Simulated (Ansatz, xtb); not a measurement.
# Relative energy of two isomers of C2H7GeN

Structure X is `[H]/N=[CH]/[GeH2][CH3]`, a singlet and structure Y is `C=[N][GeH2][CH3]`, a singlet. Both are isolated molecules in the gas phase, relaxed with B3LYP-D3(BJ)/def2-SVP; the shapes shown needn't be the lowest conformers.

X (Å):

| atom | x (Å) | y (Å) | z (Å) |
| --- | --- | --- | --- |
| C | 0.3617 | -0.5280 | 0.6600 |
| C | -0.1947 | 0.5426 | -2.2862 |
| Ge | -1.0020 | -0.3826 | -0.7358 |
| N | 1.0216 | 0.9115 | -2.2041 |
| H | -0.0363 | -1.0315 | 1.5529 |
| H | 1.2203 | -1.0951 | 0.2731 |
| H | 0.7118 | 0.4777 | 0.9329 |
| H | -1.5087 | -1.7709 | -1.1969 |
| H | -2.2316 | 0.4292 | -0.2608 |
| H | -0.8185 | 0.7187 | -3.1894 |
| H | 1.3284 | 1.3802 | -3.0689 |

Y (Å):

```xyz
11

C    -1.2201   -1.8901    2.4993
C     1.7855   -0.0332    0.5198
Ge   -0.0171    0.2346    1.2324
N    -0.8072   -1.4583    1.3850
H    -1.1718   -1.3314    3.4618
H    -1.6740   -2.8981    2.5730
H     0.0093    0.9336    2.6214
H    -0.8890    1.0375    0.2457
H     2.3932   -0.6115    1.2314
H     1.7275   -0.5882   -0.4279
H     2.2765    0.9345    0.3373
```

Quicker runs give these differences E(Y) − E(X): GFN2-xTB −0.484 eV; HF/STO-3G −0.320 eV (at GFN2-xTB geometries); r2SCAN-D4/def2-SVP −0.171 eV (at GFN2-xTB geometries).

Question: Estimate E(Y) − E(X) at the level CCSD(T)/def2-SVP + ΔMP2/def2-TZVPP.

Answer: Calculated at CCSD(T)/def2-SVP + ΔMP2/def2-TZVPP: E(Y) − E(X) = −0.206 eV, so structure Y lies lower.

How the difference moves with the method:

```
                             level               geometry  E(Y) − E(X) (eV)  departure from the last row (eV)  job, with rough time for the two
                          GFN2-xTB               GFN2-xTB              −0.484                            −0.278              optimisation, 0.42 s
                         HF/STO-3G               GFN2-xTB              −0.320                            −0.114              single point, 0.73 s
                r2SCAN-D4/def2-SVP               GFN2-xTB              −0.171                            +0.035               single point, 3.7 s
             B3LYP-D3(BJ)/def2-SVP  B3LYP-D3(BJ)/def2-SVP              −0.228                            −0.022                optimisation, 45 s
                       HF/def2-SVP  B3LYP-D3(BJ)/def2-SVP              −0.270                            −0.063           part of the CCSD(T) run
                      MP2/def2-SVP  B3LYP-D3(BJ)/def2-SVP              −0.253                            −0.047           part of the CCSD(T) run
                  CCSD(T)/def2-SVP  B3LYP-D3(BJ)/def2-SVP              −0.217                            −0.010                      single point
CCSD(T)/def2-SVP + ΔMP2/def2-TZVPP  B3LYP-D3(BJ)/def2-SVP              −0.206                                                  single point, 35 s
```

As drawn, Y has 1 Ge–N, 1 C–H in place of 1 N–H, 1 C–Ge.

None of the levels shown reverses the order. The largest departure from CCSD(T)/def2-SVP + ΔMP2/def2-TZVPP is that of GFN2-xTB, 0.278 eV. A small imaginary or near-zero mode remains, so no thermal terms are given. The last row adds to CCSD(T) the change of the MP2 difference between the two basis sets, here +0.010 eV.

The correlated steps freeze 12 core orbitals; the filled d shell of Ge is correlated, in a basis made for valence electrons. Codes used: Ansatz 0.2.0, xtb 6.7.1; the last row on 2 threads of Intel(R) Xeon(R) Processor on a shared host.
